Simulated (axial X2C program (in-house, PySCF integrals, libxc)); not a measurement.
How long does In₂ take?

A bond scan computed with an axial X2C code built on PySCF integrals. Basis: In dyall-cv3z [11s12p9d4f1g] (cores contracted in-house).

Input file and command:
```json
{
 "zs": [
  49,
  49
 ],
 "q": 0,
 "bas": [
  "dyall-cv3z",
  "dyall-cv3z"
 ],
 "levels": [
  "PBE0",
  "HF",
  "TPSS"
 ],
 "cc": true,
 "r0": 2.84,
 "thr": -1.0,
 "nmax": 110,
 "npts": 10,
 "nst": 2,
 "ntry": 8
}
```
```bash
python so2c.py task.json out
```

Keys: zs atomic numbers; q charge; bas basis sets; levels methods; cc coupled cluster on or off; r0 starting distance in Å; thr threshold in hartree for freezing inner shells (an s shell follows its p shell); nmax most natural virtual spinors; npts points on the curve; nst determinants followed; ntry starts of the search. HF also brings MP2.

Hardware: 1 thread of Arm Neoverse V2, with other jobs on the host.

Wall time of one point of each curve, integrals apart:

| Hamiltonian | level | points | seconds a point |
| --- | --- | --- | --- |
| spin-free | PBE0 | 10 | 0.81 |
| spin-free | HF | 10 | 0.68 |
| spin-free | CCSD(T) (6 electrons, 96 virtuals) | 7 | 2.7 |
| spin-free | TPSS | 10 | 0.9 |
| 2c | PBE0 | 10 | 1.4 |
| 2c | HF | 10 | 1.6 |
| 2c | CCSD(T) (6 electrons, 95 virtuals) | 7 | 4.4 |
| 2c | TPSS | 10 | 0.91 |

The rest:

Search with its distance optimisation 56 s, atoms 4.2 s, whole task 190 s. Coupled cluster runs on the points near the minimum only. The program drops outer points, and coupled cluster, when its time limit (not in the input) nears; MP2, further determinants and curves that did not converge are not in the table.
